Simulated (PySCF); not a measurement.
`Cl[BH-]1[PH2+][BH2-][PH2+]1`. Computed with PySCF, PBE0-D3(BJ)/def2-SVP geometry optimisation, gas phase.

```
atom  x, y, z in Å
Cl1   -0.0754   -2.9971   -0.1454
B2     0.0237   -1.2442   -0.5861
P3     1.3272   -0.0388    0.2955
B4     0.0327    1.4452    0.1921
P5    -1.3497    0.0487    0.0263
H6     0.1474   -0.9920   -1.7719
H7     1.6482   -0.4341    1.6163
H8     2.6131    0.1030   -0.2791
H9     0.1580    1.9373   -0.9139
H10   -0.0361    2.2123    1.1239
H11   -2.4754    0.2697   -0.8034
H12   -1.9644   -0.3124    1.2492
```

Question: Which two atoms are farthest apart?

Answer: Cl1···H10, 5.36 Å; the next longest distance is 5.12 Å.

Question: Give the dihedral angles B2–P3–B4–P5, B2–P3–B4–H10, Cl1–B2–P5–H12, H7–P3–B4–H10, H9–B4–P5–B2.

Answer: B2–P3–B4–P5 21° (synperiplanar); B2–P3–B4–H10 142° (anticlinal); Cl1–B2–P5–H12 28° (synperiplanar); H7–P3–B4–H10 26° (synperiplanar); H9–B4–P5–B2 85° (synclinal). Dihedral signs follow IUPAC: positive where, seen along the central bond, the front bond turns clockwise onto the rear one.

Question: Work out the bond lengths Cl1–B2, B2–P3, P3–B4, P3–H7, P3–H8 in pm.

Answer: For Cl1–B2 the difference vector is (0.0991, 1.7529, -0.4407) Å, of length 1.8102 Å. Cl1–B2 181.0; B2–P3 198.2; P3–B4 197.2; P3–H7 141.5; P3–H8 141.6 pm.

Question: What is the repulsion energy of the bare nuclei, Σ ZA·ZB/RAB?

Answer: 330.91 Eh over 66 pairs, with full nuclear charges and distances in bohr; the largest single term is 44.23 Eh (P3 with P5).

Question: How far apart are these pairs, which share no bond: Cl1···H8, Cl1···H11, P3···H11, H6···H8, H11···H12?

Answer: Cl1···H8 4.106 Å (3 bonds apart); Cl1···H11 4.107 Å (3 bonds apart); P3···H11 3.970 Å (3 bonds apart); H6···H8 3.083 Å (3 bonds apart); H11···H12 2.194 Å (2 bonds apart).

Question: What are the angles Cl1–B2–P5, P5–B2–H6, P3–B2–H6, H7–P3–H8, P3–B4–H9, H11–P5–H12?

Answer: From the scalar product of the two bond vectors; for Cl1–B2–P5 it is -1.8603 Å² over 1.8102 × 1.9831 Å², cos θ = -0.5182. Cl1–B2–P5 121.2°; P5–B2–H6 103.6°; P3–B2–H6 103.9°; H7–P3–H8 101.6°; P3–B4–H9 106.5°; H11–P5–H12 101.6°.

Question: Write the matrix of distances between heavy atoms (Å, lower triangle).

Answer: 
```
Cl1   0.000
B2    1.810  0.000
P3    3.304  1.982  0.000
B4    4.456  2.800  1.972  0.000
P5    3.306  1.983  2.692  1.972  0.000
```

The point group is Cs within 0.08 Å; differences among equivalent distances and angles are scatter left by the optimiser. Whether it is a minimum is left open (no frequencies). One conformer, not necessarily the lowest.
